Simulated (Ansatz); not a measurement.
Stepwise reaction of `F[Si](Cl)(Cl)[SiH2]Cl` with hydrogen, as a gas-phase model of exchange steps in deposition or etching. ΔE in kJ/mol.

Isolated molecules relaxed with PBE0-D4/def2-TZVP in Ansatz; ΔE leaves out vibrations. CCSD(T)/CBS adds triple-zeta CCSD(T) − MP2 to the extrapolated MP2 energy (def2 sets, frozen cores). This one scheme is used for every species. Functionals use def2-TZVPP. B3LYP here is the variant with VWN-RPA as its local correlation; programs differ in this. One conformer a species, not always the lowest.

```csv
step,reaction,PBE-D4,B3LYP-D4,ωB97M-V,CCSD(T)/CBS
1,`F[Si](Cl)(Cl)[SiH2]Cl` + H₂ → `F[SiH](Cl)[SiH2]Cl` + HCl,88.2,86.4,87.2,85.0
2,`F[SiH](Cl)[SiH2]Cl` + H₂ → `F[SiH2][SiH2]Cl` + HCl,87.5,85.8,86.7,85.3
3,`F[SiH2][SiH2]Cl` + H₂ → `F[SiH2][SiH3]` + HCl,68.8,69.2,69.8,69.9
```

**Question.** By hand: ΔE of the 3 steps together at CCSD(T)/CBS.

**Answer.** (85.0) + (85.3) + (69.9) = 240.2 kJ/mol, or 80.1 kJ/mol a step.

In ΔE step 3 is the lowest and step 2 the highest. All are uphill at CCSD(T)/CBS. PBE-D4 differs from CCSD(T)/CBS by -1.1 to 3.2 kJ/mol a step. Only this route is followed, and other bonds may react first. Isolated molecules leave out the surface, adducts and barriers. Largest T1 diagnostic: 0.012.
